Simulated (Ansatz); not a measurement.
Consider the ligand exchange at a Te–C bond: `SC#C[TeH]` + `N[AsH2]` → `N[AsH][TeH]` + `C#CS`.

Program: Ansatz. Geometries: PBE0-D4/def2-TZVP. ΔE: electronic, gas phase. CBS: MP2 limit from def2 TZ/QZ plus the TZ coupled-cluster correction, frozen cores. This one scheme is used for every species. Functionals use def2-TZVPP. def2 core potentials past Kr. For As, Te outer-core shells are correlated without core-valence functions, which leaves a few kJ/mol of doubt a bond. Scalar relativity is left out up to krypton. One conformer a species, not always the lowest.

CCSD(T)/CBS gives -19.9 kcal/mol.

Another level gave -19.3 kcal/mol. Which?
A. B2PLYP/def2-TZVPP
B. B97M-V/def2-TZVPP
C. PBE-D4/def2-TZVPP
D. CCSD(T)/def2-TZVPP

A. B2PLYP -19.3, CCSD(T)/def2-TZVPP -17.6, PBE-D4 -20.5, B97M-V -16.5 kcal/mol.

Largest T1 diagnostic among the species: 0.013.

In def2-TZVPP, CCSD(T) changes the Hartree–Fock value by +2.0 kcal/mol (the triples alone add +0.1 kcal/mol) and MP2 by +1.6 kcal/mol. Leaving LDA and LC-ωPBE aside and taking each functional with its dispersion term where it has one, the values, not all of them listed here, spread over 4.5 kcal/mol, from BLYP-D4 to B97M-V.
